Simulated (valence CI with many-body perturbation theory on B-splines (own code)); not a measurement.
## Forbidden lines of Er28+

Computed by valence CI with perturbative core correlation (CI+MBPT): four valence electrons over a frozen Dirac-Fock core [Kr], radial functions for each j: 7 s, 7 p, 8 d, 6 f, 4 g, 1 h, with the one-electron correlation potential Σ1 (screened to all orders), the two-electron term Σ2, the three-electron term Σ3, Breit, model QED; selected single and double excitations, second order for the rest, scaled by the run's own slope (own B-spline code, finite nucleus).

No measured spectrum was set against this ion. As an estimate, large intervals hold to a few tenths of a per cent, small ones and those within an open d or f shell to about a per cent. The list stops below the first excitations out of the core.

Lines 51 to 100 of 120 in falling wavelength, among levels below 859280 cm⁻¹, chosen from the decays that carry over 1 % of a level's rate. Wavelengths and rates use the calculated energies. Weak lines are less certain than strong ones. Lines between different terms over intervals too small for the method are left out, as are lines whose strength nearly cancels. The highest levels of a list are the least certain. Branching is blank where the lifetime is uncertain.

Levels are named by their leading jj configuration (3d3/2^4 stands for four electrons in 3d with j = 3/2), which in mixed levels can hold well under half, so a name can repeat and another be missing. Letters in brackets count levels of one name in rising energy.

| λ vac (nm) | Upper | Lower | Type | A (s⁻¹) | Branch % |
| --- | --- | --- | --- | --- | --- |
| 108.4 | (4d3/2 4d5/2^3) J=3 [a] | (4d3/2^2 4d5/2^2) J=3 [a] | M1 | 1.07e+04 | 37.5 |
| 108.1 | (4d3/2^2 4d5/2^2) J=1 | (4d3/2^3 4d5/2) J=2 | M1 | 1.27e+04 | 94.8 |
| 106.9 | (4d3/2 4d5/2^3) J=5 | (4d3/2^2 4d5/2^2) J=5 | M1 | 3.92e+03 | 29.5 |
| 106.7 | (4d3/2 4d5/2^3) J=2 [a] | (4d3/2^2 4d5/2^2) J=2 [b] | M1 | 4.74e+03 | 17.9 |
| 105.7 | (4d3/2^2 4d5/2^2) J=4 [b] | (4d3/2^3 4d5/2) J=3 | M1 | 1.80e+03 | 78.2 |
| 104.7 | (4d3/2 4d5/2^3) J=3 [a] | (4d3/2^2 4d5/2^2) J=2 [a] | M1 | 1.44e+04 | 50.4 |
| 104.6 | (4d3/2^2 4d5/2^2) J=3 [b] | (4d3/2^3 4d5/2) J=3 | M1 | 9.38e+02 | 11.9 |
| 104.5 | (4d3/2 4d5/2^3) J=2 [a] | (4d3/2^2 4d5/2^2) J=3 [b] | M1 | 6.83e+03 | 25.9 |
| 102.7 | (4d3/2 4d5/2^3) J=4 [a] | (4d3/2^2 4d5/2^2) J=3 [a] | M1 | 5.42e+03 | 28.7 |
| 102.5 | (4d3/2^2 4d5/2^2) J=2 [b] | (4d3/2^3 4d5/2) J=3 | M1 | 3.91e+01 | 1.3 |
| 102.5 | (4d3/2 4d5/2^3) J=3 [c] | (4d3/2^2 4d5/2^2) J=4 [c] | M1 | 4.63e+03 |  |
| 102.3 | (4d3/2 4d5/2^3) J=6 | (4d3/2^2 4d5/2^2) J=5 | M1 | 6.72e+03 | 55.3 |
| 102.1 | (4d3/2 4d5/2^3) J=3 [b] | (4d3/2^2 4d5/2^2) J=2 [b] | M1 | 3.29e+03 |  |
| 100.1 | (4d3/2 4d5/2^3) J=3 [b] | (4d3/2^2 4d5/2^2) J=3 [b] | M1 | 6.69e+03 |  |
| 99.69 | (4d3/2^2 4d5/2^2) J=2 [a] | (4d3/2^3 4d5/2) J=1 | M1 | 1.39e+04 | 79.4 |
| 99.15 | (4d3/2 4d5/2^3) J=3 [c] | (4d3/2^2 4d5/2^2) J=2 [c] | M1 | 4.17e+03 |  |
| 99.12 | (4d3/2 4d5/2^3) J=3 [b] | (4d3/2^2 4d5/2^2) J=4 [b] | M1 | 2.38e+03 |  |
| 98.67 | (4d3/2 4d5/2^3) J=1 [b] | (4d3/2^2 4d5/2^2) J=2 [c] | M1 | 6.10e+03 | 24.7 |
| 97.95 | (4d3/2^2 4d5/2^2) J=4 [b] | (4d3/2^3 4d5/2) J=4 | M1 | 1.06e+02 | 4.6 |
| 97.50 | (4d3/2 4d5/2^3) J=4 [a] | (4d3/2^2 4d5/2^2) J=4 [a] | M1 | 1.19e+04 | 63.1 |
| 97.01 | (4d3/2^2 4d5/2^2) J=3 [b] | (4d3/2^3 4d5/2) J=4 | M1 | 6.37e+03 | 81.1 |
| 96.67 | (4d3/2 4d5/2^3) J=4 [b] | (4d3/2^2 4d5/2^2) J=4 [c] | M1 | 7.16e+03 | 29.8 |
| 96.53 | (4d3/2 4d5/2^3) J=0 | (4d3/2^2 4d5/2^2) J=1 | M1 | 1.41e+04 |  |
| 95.51 | (4d3/2^2 4d5/2^2) J=2 [d] | (4d3/2^2 4d5/2^2) J=3 [a] | M1 | 5.67e+01 | 2.0 |
| 93.40 | (4d3/2^2 4d5/2^2) J=3 [b] | (4d3/2^3 4d5/2) J=2 | M1 | 3.81e+02 | 4.8 |
| 92.62 | (4d3/2^2 4d5/2^2) J=2 [d] | (4d3/2^2 4d5/2^2) J=2 [a] | M1 | 9.30e+01 | 3.3 |
| 92.21 | (4d3/2 4d5/2^3) J=1 [a] | (4d3/2^2 4d5/2^2) J=2 [a] | M1 | 1.33e+04 | 34.6 |
| 91.74 | (4d3/2^2 4d5/2^2) J=2 [b] | (4d3/2^3 4d5/2) J=2 | M1 | 1.67e+03 | 54.0 |
| 90.71 | (4d3/2 4d5/2^3) J=2 [a] | (4d3/2^2 4d5/2^2) J=1 | M1 | 4.45e+03 | 16.9 |
| 89.72 | (4d3/2 4d5/2^3) J=5 | (4d3/2^2 4d5/2^2) J=4 [a] | M1 | 2.01e+03 | 15.1 |
| 88.11 | (4d3/2 4d5/2^3) J=2 [b] | (4d3/2^2 4d5/2^2) J=2 [c] | M1 | 5.93e+03 | 30.1 |
| 85.09 | (4d3/2 4d5/2^3) J=1 [a] | (4d3/2^2 4d5/2^2) J=0 [a] | M1 | 1.44e+04 | 37.5 |
| 77.11 | (4d3/2 4d5/2^3) J=2 [a] | (4d3/2^2 4d5/2^2) J=3 [a] | M1 | 7.90e+03 | 29.9 |
| 77.02 | (4d3/2^2 4d5/2^2) J=2 [c] | (4d3/2^3 4d5/2) J=3 | M1 | 1.57e+04 | 76.6 |
| 75.14 | (4d3/2^2 4d5/2^2) J=4 [c] | (4d3/2^3 4d5/2) J=3 | M1 | 4.06e+03 | 33.1 |
| 74.83 | (4d3/2 4d5/2^3) J=1 [b] | (4d3/2^2 4d5/2^2) J=2 [b] | M1 | 5.76e+02 | 2.3 |
| 74.69 | (4d3/2 4d5/2^3) J=3 [b] | (4d3/2^2 4d5/2^2) J=3 [a] | M1 | 2.31e+03 |  |
| 73.49 | (4d3/2 4d5/2^3) J=3 [c] | (4d3/2^2 4d5/2^2) J=4 [b] | M1 | 6.41e+02 |  |
| 72.91 | (4d3/2 4d5/2^3) J=3 [b] | (4d3/2^2 4d5/2^2) J=2 [a] | M1 | 4.22e+02 |  |
| 71.91 | (4d3/2 4d5/2^3) J=3 [b] | (4d3/2^2 4d5/2^2) J=4 [a] | M1 | 2.81e+03 |  |
| 71.68 | (4d3/2^2 4d5/2^2) J=2 [b] | (4d3/2^3 4d5/2) J=1 | M1 | 9.33e+02 | 30.1 |
| 70.96 | (4d3/2 4d5/2^3) J=4 [b] | (4d3/2^2 4d5/2^2) J=3 [b] | M1 | 5.15e+03 | 21.4 |
| 70.78 | (4d3/2^2 4d5/2^2) J=2 [c] | (4d3/2^3 4d5/2) J=2 | M1 | 3.66e+03 | 17.9 |
| 68.59 | (4d3/2 4d5/2^3) J=2 [b] | (4d3/2^2 4d5/2^2) J=2 [b] | M1 | 7.29e+02 | 3.7 |
| 67.70 | (4d3/2 4d5/2^3) J=2 [b] | (4d3/2^2 4d5/2^2) J=3 [b] | M1 | 2.21e+03 | 11.2 |
| 67.35 | (4d3/2^2 4d5/2^2) J=0 [b] | (4d3/2^2 4d5/2^2) J=1 | M1 | 5.26e+03 |  |
| 66.61 | (4d3/2 4d5/2^3) J=1 [b] | (4d3/2^2 4d5/2^2) J=1 | M1 | 3.07e+03 | 12.4 |
| 65.01 | (4d3/2 4d5/2^3) J=3 [a] | (4d3/2^3 4d5/2) J=3 | M1 | 4.85e+02 | 1.7 |
| 62.89 | (4d3/2 4d5/2^3) J=4 [a] | (4d3/2^3 4d5/2) J=3 | M1 | 5.34e+02 | 2.8 |
| 61.67 | (4d3/2 4d5/2^3) J=4 [b] | (4d3/2^2 4d5/2^2) J=5 | M1 | 8.22e+03 | 34.2 |
